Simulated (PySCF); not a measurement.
Spinor energies of F (fluorine, neutral)

Start: [He] 2s2 2p5; 2p1/2 filled at m_j = -1/2, +1/2; 2p3/2 filled at m_j = -1/2, +1/2, +3/2. Calculated with PySCF 2.14 in x2c-TZVPPall-2c (5s3p2d1f, 31 functions): generalised Hartree-Fock with the X2C-1e Hamiltonian and a Gaussian nucleus; one run each with spin-orbit coupling (SO) switched off, then screened by Boettger's factors.

| spinor shell | electrons | ε, spin-free (eV) | ε, screened SO (eV) | weight of nominal j (screened SO) | rms radius, screened SO (bohr) |
| --- | --- | --- | --- | --- | --- |
| 1s1/2 | 2 | -718.56 | -718.55 | 1.000 | 0.204 |
| 2s1/2 | 2 | -42.866 | -42.863 | 1.000 | 1.10 |
| 2p1/2 | 2 | -19.873 | -19.837 | 0.662 | 1.24 |
| 2p3/2 | 3 | -19.873 | -19.898 | 0.774 | 1.24 |

```
   quantity  spin-free  screened SO
E (hartree)  -99.49510    -99.49578
        M_J        3/2          3/2
       ⟨J²⟩      3.756        3.756
       ⟨L²⟩      2.003        2.003
       ⟨S²⟩      0.753        0.753
```

Each row is a mean over spinors that exchange with the open shell spreads, by up to 5.339 eV (2s1/2).

Rows whose weight is well below 1 are mixtures of j = l ± 1/2: exchange outweighs spin-orbit coupling there, and the label is only the starting occupation.

Without spin-orbit coupling the j labels of p, d and f shells carry no meaning; the spin-free column gives the mean over the occupied spinors of each nl shell.
